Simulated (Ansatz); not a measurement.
`O[SiH](O)Br` → Br• + 3 H• + 2 O• + Si•  (atomization)

Gas-phase electronic energies from Ansatz, PBE0-D4/def2-TZVP geometries. CCSD(T)/CBS is the MP2 limit (def2-TZVPP, def2-QZVPP) plus CCSD(T) − MP2 in def2-TZVPP, frozen cores. This one scheme is used for every species, atoms too. DFT in def2-TZVPP. HSE06 is defined as in plane-wave codes. Open shells (•) are unrestricted, without spin–orbit coupling. Spin–orbit coupling would lower the free atoms: a little for O, Si; clearly for Br. For Br outer-core shells are correlated without core-valence functions, so the limit isn't a true one: a few kJ/mol of doubt a bond, and 10 to 20 or more in all where bonds break to atoms. Scalar relativity is left out up to krypton. Each species was taken in one conformer, which may not be the lowest.

CCSD(T)/CBS gives +2584.5 kJ/mol.

Another level gave +2565.3 kJ/mol. Which?
A. HSE06-D4/def2-TZVPP
B. r2SCANh/def2-TZVPP
C. r2SCAN-D4/def2-TZVPP
D. revPBE-D4/def2-TZVPP

C. r2SCAN-D4 2565.3, revPBE-D4 2504.1, r2SCANh 2538.2, HSE06-D4 2524.6 kJ/mol.

Largest T1 diagnostic among the species: 0.012.

From PBE to PBE0 (25 % exact exchange), in def2-TZVPP and without D4, ΔE moves by −53.8 kJ/mol: exact exchange takes away binding that semilocal exchange gives to molecules. In def2-TZVPP, CCSD(T) changes the Hartree–Fock value by +679.0 kJ/mol (the triples alone add +41.7 kJ/mol) and MP2 by +759.2 kJ/mol; breaking electron pairs costs correlation energy, which Hartree–Fock lacks.

For atomizations the MP2-based limit and the directly extrapolated one differ by several kJ/mol either way, and by 10 to 25 for some Ge, Se and Sn compounds, so smaller differences from it don't rank the levels.
